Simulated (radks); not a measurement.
Neutral manganese inside a hard spherical wall (all orbitals vanish at R), configuration held at [Ar] 3d5 4s2 and not refilled when levels cross. All-electron calculation, non-relativistic Kohn-Sham, PBE, spin-polarised, spherical densities, point nucleus; open shells are filled with parallel spins first. Program: a radial shooting solver on a logarithmic mesh with Libxc functionals. Eigenvalues in eV for spin up, with the zero of energy where the potential of the charges vanishes at infinity; a dash marks a level that is unbound or too diffuse for the functional's potential to be trusted. A positive occupied level is held by the wall or, in an anion where self-interaction has pushed it up, behind a barrier. The pressure on the wall is -dE/dV.

R (bohr)  E (hartree)  kinetic (hartree)    e(3s)    e(3p)   e(3d)   e(4s)  e(4p, empty)  e(5s, empty)  pressure (GPa)
free      -1150.75609           1149.835  -85.687  -55.783  -8.403  -5.416        -1.566             -               0
12        -1150.75604           1149.836  -85.680  -55.776  -8.396  -5.411        -1.541         0.745        0.000976
10        -1150.75559           1149.840  -85.641  -55.738  -8.358  -5.380        -1.458         1.625          0.0131
7         -1150.74257           1149.922  -85.102  -55.199  -7.835  -4.912        -0.577         6.545           0.702
4         -1150.35388           1151.421  -79.803  -49.955  -2.804   2.080         9.203        42.092            73.5
3.5       -1149.98821           1152.652  -76.784  -46.998   0.136   7.425        15.925        63.109             197
3         -1149.19966           1155.203  -71.842  -42.161   5.179  17.931        28.497        99.509             604
2.5       -1147.29136           1161.264  -63.100  -33.476  14.771  40.814        54.369        168.18            2240
